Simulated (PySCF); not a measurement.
**As⁻ (arsenic, charge -1) across methods**

[Ar] 3d10 4s2 4p4, high-spin 3P determinant. Computed with PySCF 2.14 in aug-cc-pVTZ-PP with one added diffuse shell each of s, d, f type with ECP10MDF (7s5p5d3f, 68 functions), with scalar relativity through the core potential.

| method | E (hartree) | mean ε 4s β (eV) | mean ε 4p α (eV) | mean ε 4p β (eV) | Σ⟨r²⟩ (bohr²) | ⟨S²⟩ |
| --- | --- | --- | --- | --- | --- | --- |
| PBEsol | -332.1075 | -6.728 | 0.677 | 1.739 | 63.59 | 2.009 |
| LDA | -331.9434 | -7.091 | 0.595 | 1.619 | 63.83 | 2.007 |
| PBE | -332.4453 | -6.705 | 0.671 | 1.709 | 63.88 | 2.008 |
| r2SCAN | -332.3306 | -6.703 | 0.431 | 1.597 | 62.12 | 2.015 |
| UHF | -331.19923 | -10.230 | -2.662 | -0.589 | 61.54 | 2.025 |
| M06-L | -332.4742 | -6.668 | 0.639 | 1.733 | 62.92 | 2.012 |
| PBE0 | -332.4121 | -7.788 | -0.227 | 0.994 | 62.07 | 2.009 |
| B3LYP | -332.5051 | -7.829 | 0.028 | 1.062 | 63.15 | 2.008 |
| BP86 | -332.6005 | -6.917 | 0.567 | 1.536 | 63.87 | 2.008 |

Energies and moments cover only the electrons outside the core potential.

The highest occupied level is positive at PBEsol, LDA, PBE, r2SCAN, M06-L, PBE0, B3LYP, BP86: only the finite basis holds that electron, which in a density functional comes from self-interaction.
